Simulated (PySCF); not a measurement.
CH4ClNOSi2, SMILES Cl[Si@H]1N=CO[SiH2]1.

Coordinates come from a PBE-D3(BJ)/def2-SVP optimisation. The structure was generated by enumeration; whether it is a known compound was not checked.

The numbers are results of CAM-B3LYP/def2-TZVP (PySCF), not measurements.

The molecule is in vacuum.

Computed frontier levels, gap, dipole moment and polarisability:
The highest occupied level is -8.88 eV and the lowest empty level is -0.01 eV. The orbital gap is 8.87 eV. The dipole moment comes out as 2.17 D, the quadrupole, principal values (traceless, Buckingham form, about the centre of nuclear charge) is -4.60, -0.53, 5.13 D·Å and the mean static polarisability is 81.8 bohr³ (12.12 Å³). The polarisability, principal values is 68.8, 80.4, 96.3 bohr³.
